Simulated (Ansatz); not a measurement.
Reaction (formal hydrolysis of the Si–B bond): `B[Si](O)(F)[SiH3]` + H₂O → `O[Si](O)(F)[SiH3]` + BH₃

Isolated molecules relaxed with PBE0-D4/def2-TZVP in Ansatz; ΔE leaves out vibrations. CCSD(T)/CBS adds triple-zeta CCSD(T) − MP2 to the extrapolated MP2 energy (def2 sets, frozen cores). This one scheme is used for every species. Functionals use def2-TZVPP. One conformer a species, not always the lowest.

`B[Si](O)(F)[SiH3]`:

Cartesian coordinates in Å:
```
B 0.405 -1.982 -0.459
Si 0.233 -0.002 -0.709
O 1.730 0.655 -0.879
F -0.639 0.377 -2.009
Si -0.915 0.961 1.121
H -0.415 -2.737 -0.888
H 1.276 -2.427 0.226
H 1.797 1.608 -0.963
H -0.256 0.586 2.401
H -0.882 2.446 0.991
H -2.334 0.516 1.168
```

H₂O:

```xyz
3

O    -0.052   -0.015    0.385
H     0.665   -0.401   -0.122
H    -0.613    0.416   -0.263
```

`O[Si](O)(F)[SiH3]`:

```xyz
10

O    -0.300   -1.215   -1.483
Si   -0.635   -0.242   -0.211
O    -1.233   -1.171    0.979
F    -1.726    0.819   -0.713
Si    1.192    0.939    0.631
H    -0.259   -0.821   -2.356
H    -1.812   -1.900    0.744
H     1.754    1.799   -0.445
H     0.778    1.801    1.769
H     2.242   -0.009    1.085
```

BH₃:

Z-matrix (Å, degrees):
```
B
H 1 1.193
H 1 1.193 2 120.0
H 1 1.193 2 120.0 3 180.0
```

```csv
level,ΔE (kJ/mol),difference from CCSD(T)/CBS
r2SCAN-D4,-143.9,-0.1
PBE0-D4,-132.7,11.1
PBE,-125.0,18.8
HF/def2-TZVPP,-168.6,-24.8
MP2/def2-TZVPP,-154.0,-10.2
SCS-MP2/def2-TZVPP,-155.5,-11.7
HF/def2-QZVPP,-169.4,-25.6
HF/CBS(def2),-169.5,-25.7
MP2/CBS(def2),-151.3,-7.5
CCSD/CBS(def2),-146.1,-2.3
CCSD(T)/CBS,-143.8,0
```

Largest T1 diagnostic among the species: 0.013.

From PBE to PBE0 (25 % exact exchange), in def2-TZVPP and without D4, ΔE moves by −8.6 kJ/mol. In def2-TZVPP, CCSD(T) changes the Hartree–Fock value by +22.1 kJ/mol (the triples alone add +2.4 kJ/mol) and MP2 by +14.6 kJ/mol.
